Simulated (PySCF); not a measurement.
## Electronic structure of S³⁺ (sulfur, charge +3) at the B3LYP level

Configuration: [Ne] 3s2 3p1, 2P determinant. Computed with PySCF 2.14 in an uncontracted even-tempered set (20 s from 0.028 bohr⁻², ratio 2.5; 14 p from 0.036 bohr⁻², ratio 2.5; 6 d from 0.67 bohr⁻², ratio 2.7; 5 f from 1 bohr⁻², ratio 2.7), with the non-relativistic Hamiltonian (point nucleus).

- Total energy: -395.6229 hartree
- One-electron energy: -526.7470 hartree
- Hartree (Coulomb) energy: 155.6342 hartree
- Exchange-correlation energy: -24.5100 hartree
- Kinetic energy: 395.08221 hartree
- ⟨S²⟩: 0.7532
- ⟨L²⟩: 2.011
- Sum of ⟨r⟩: 8.510 bohr
- Sum of ⟨r²⟩: 10.53 bohr²
- Traceless quadrupole moment −½Σ⟨3z² − r²⟩ along its main axis: -1.23 e·bohr²
- Density at the nucleus (Gaussians lack the cusp): 2650 bohr⁻³
- Spin density at the nucleus: -0.0636 bohr⁻³
- Langevin diamagnetic susceptibility: -8.34 ×10⁻⁶ cm³/mol

```csv
shell,electrons,mean orbital energy (eV),spread (eV),"rms radius, mean of both spins (bohr)"
1s α,1,-2462.9,0,0.113
1s β,1,-2462.6,0,0.113
2s α,1,-259.30,0,0.522
2s β,1,-259.08,0,0.522
2p α,3,-203.94,0.143,0.493
2p β,3,-203.59,0.806,0.493
3s α,1,-54.111,0,1.63
3s β,1,-52.493,0,1.63
3p α,1,-42.390,0,1.78
```
